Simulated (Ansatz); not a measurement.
Ansatz (a first-principles code) input (CCSD(T)/def2-SVPD):

Ansatz 0.2 input:
```yaml
crystal:
  periodic: [false, false, false]
  atoms:
    - {symbol: C, position_ang: [2.25906370, -0.29403587, -0.19427729]}
    - {symbol: Sn, position_ang: [-0.13703049, 0.01783565, 0.01178449]}
    - {symbol: O, position_ang: [-0.76213285, -0.92329279, -1.55211968]}
    - {symbol: O, position_ang: [-0.25860705, 1.94275606, -0.03482611]}
    - {symbol: O, position_ang: [-0.46845117, -0.82563270, 1.71501478]}
    - {symbol: H, position_ang: [2.30619735, -0.44381190, -1.26833634]}
    - {symbol: H, position_ang: [2.57692483, 0.66612543, 0.19981896]}
    - {symbol: H, position_ang: [2.35972509, -1.16503014, 0.44563952]}
    - {symbol: H, position_ang: [-1.05450245, -1.83748750, -1.41234547]}
    - {symbol: H, position_ang: [-0.46675519, 2.33710373, -0.89618146]}
    - {symbol: H, position_ang: [-0.51091887, -0.23511161, 2.48329215]}
basis:
  gaussian:
    orbitals: def2-SVPD
total_charge: 1
magnetization: {spin_polarized: true, initial_magnetization: 1}
correlation: {method: ccsd_t, electrons: outside_noble_gas}
output: {forces: true}
```

Output:

```
Functional definition: HF
integrals: 1.05 GiB planned
1765 factors; integrals over basis functions are off by at most 1.1e-3 eV
mean field: 1.44 GiB planned
mean field evaluation 1: about -13018.2153 eV, gradient 5.4e1 eV
mean field evaluation 2: about -13018.3083 eV, gradient 5.4e1 eV
mean field evaluation 4: about -13029.1475 eV, gradient 3.1e0 eV
mean field evaluation 8: about -13029.2826 eV, gradient 2.0e-1 eV
mean field evaluation 16: about -13018.2146 eV, gradient 5.4e1 eV
mean field evaluation 32: about -13029.2605 eV, gradient 4.4e-1 eV
mean field evaluation 64: about -13024.1207 eV, gradient 5.2e0 eV
mean field evaluation 96: about -13024.0042 eV, gradient 4.3e0 eV
mean field evaluation 128: about -13026.0901 eV, gradient 2.6e-1 eV
mean field -13029.28372103 eV, -478.8173451821 hartree, gradient 2.3e-6 eV, S^2 0.763677; 3 other end points of the search recorded, 0 dependent functions left out
determinant -13029.28372103 eV, -478.8173451821 hartree, with singles and doubles -13052.49567003 eV, -479.6703685741 hartree
determinant -13026.06614340 eV, -478.6991013850 hartree, with singles and doubles -13049.44910716 eV, -479.5584094539 hartree
13 core orbitals not correlated
reference -13029.28372103 eV, -478.8173451821 hartree; 16, 15 occupied and 140, 141 virtual orbitals, 1765 factors
densities: 8.11 GiB planned
second order -22.41920735 eV of doubles, -0.00000000 eV of singles
coupled cluster: 4.53 GiB planned
cycle   1  -23.15859331 eV  change   -6.1e-1 eV  update   3.7e-2
cycle   2  -23.20981605 eV  change   -5.1e-2 eV  update   9.1e-3
cycle   3  -23.21073870 eV  change   -9.2e-4 eV  update   5.6e-3
cycle   4  -23.21449799 eV  change   -3.8e-3 eV  update   2.2e-3
cycle   5  -23.21487069 eV  change   -3.7e-4 eV  update   1.4e-3
cycle   6  -23.21583102 eV  change   -9.6e-4 eV  update   7.0e-4
cycle   7  -23.21600166 eV  change   -1.7e-4 eV  update   3.4e-4
cycle   8  -23.21601385 eV  change   -1.2e-5 eV  update   9.1e-5
cycle   9  -23.21601880 eV  change   -5.0e-6 eV  update   3.8e-5
cycle  10  -23.21600641 eV  change    1.2e-5 eV  update   1.6e-5
cycle  11  -23.21600448 eV  change    1.9e-6 eV  update   8.2e-6
cycle  12  -23.21600320 eV  change    1.3e-6 eV  update   4.0e-6
cycle  13  -23.21600372 eV  change   -5.2e-7 eV  update   1.9e-6
cycle  14  -23.21600386 eV  change   -1.4e-7 eV  update   8.5e-7
perturbative correction -0.72157808 eV, -0.0265175053 hartree
the calculation of the forces begins
Total energy: -13053.22130297 eV, -479.6970350930 hartree
Atom 0 at     2.259064    -0.294036    -0.194277 Å, force     0.180356    -0.023475    -0.015511 eV/Å
Atom 1 at    -0.137030     0.017836     0.011784 Å, force    -0.315071     0.041009     0.027096 eV/Å
Atom 2 at    -0.762133    -0.923293    -1.552120 Å, force    -0.054293    -0.236202    -0.480817 eV/Å
Atom 3 at    -0.258607     1.942756    -0.034826 Å, force     0.089381     0.530127     0.030008 eV/Å
Atom 4 at    -0.468451    -0.825633     1.715015 Å, force     0.017044    -0.300710     0.446326 eV/Å
Atom 5 at     2.306197    -0.443812    -1.268336 Å, force     0.003334    -0.057900    -0.468099 eV/Å
Atom 6 at     2.576925     0.666125     0.199819 Å, force     0.121074     0.419501     0.178439 eV/Å
Atom 7 at     2.359725    -1.165030     0.445640 Å, force     0.025327    -0.381091     0.276784 eV/Å
Atom 8 at    -1.054502    -1.837487    -1.412345 Å, force    -0.048347    -0.153834    -0.062732 eV/Å
Atom 9 at    -0.466755     2.337104    -0.896181 Å, force    -0.013737     0.138523    -0.102764 eV/Å
Atom 10 at    -0.510919    -0.235112     2.483292 Å, force    -0.005069     0.024052     0.171270 eV/Å
Dipole moment:     0.643884    -0.083807    -0.055373 e Å
```
